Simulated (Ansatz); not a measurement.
System: CH6Sn (charge 0, singlet). 
Coordinates optimised at B3LYP-D3(BJ)/def2-TZVP (Ansatz, a program for electronic structure):
SMILES: [CH3][SnH3]
```xyz
8

C     -1.8547    -0.0417     0.0342
Sn     0.3025     0.0068    -0.0056
H     -2.2499     0.3452    -0.9036
H     -2.2226     0.5704     0.8559
H     -2.1984    -1.0658     0.1706
H      0.8511     1.6166    -0.2202
H      0.9321    -0.6012     1.4683
H      0.8891    -0.9552    -1.2974
```

Total electronic energies in hartree. Cores are frozen in the correlated levels unless marked. Spin-orbit coupling is left out. Frozen are the shells of the preceding noble gas and the d and f shells that filled before the atom's block. In def2 rows, elements after Kr have scalar-relativistic effective core potentials. STO-3G rows are all-electron and non-relativistic. Basis-set limits of correlation are two-point, X^-3; Hartree-Fock from the larger set.

```
level                                        program  energy (Eh)
------------------------------------  --------------  -----------
RI-HF/def2-QZVPPD                             Ansatz   -254.70444
SVWN5/def2-TZVPD                              Ansatz   -255.24521
PBE-D3(BJ)/def2-TZVPD                 Ansatz + dftd3   -255.93181
revPBE/def2-TZVPD                             Ansatz   -256.03440
PBE0/STO-3G                                   Ansatz  -6006.24330
PBE0/def2-SVP                                 Ansatz   -255.89618
PBE0-D3(BJ)/def2-TZVP                 Ansatz + dftd3   -255.95524
PBE0/def2-TZVPD                               Ansatz   -255.95171
BHLYP-D4/def2-TZVPD                   Ansatz + dftd4   -255.90707
r2SCANh/def2-TZVPD                            Ansatz   -256.04004
HSE06-D3(BJ)/def2-TZVPD               Ansatz + dftd3   -255.94957
HSE06-D4/def2-TZVPD                   Ansatz + dftd4   -255.94980
CAM-B3LYP-D4/def2-TZVPD               Ansatz + dftd4   -255.96304
LC-wPBE-D3(BJ)/def2-TZVPD             Ansatz + dftd3   -256.02512
RPA@PBE/def2-QZVPP                            Ansatz   -255.28816
MP2/def2-SVPD                                 Ansatz   -254.90397
MP2/def2-QZVPPD                               Ansatz   -255.02817
SCS-MP2/def2-SVP                              Ansatz   -254.90161
SCS-MP2/def2-SVPD                             Ansatz   -254.91616
CCSD/def2-TZVPPD                              Ansatz   -255.04399
CCSD(T)/def2-TZVPP                            Ansatz   -255.05327
CCSD(T)/def2-TZVPPD                           Ansatz   -255.05498
CCSD(T)/CBS(def2-TZVPPD,def2-QZVPPD)          Ansatz    -255.0853
```

Totals of different functionals don't rank their quality; only differences between species are comparable.
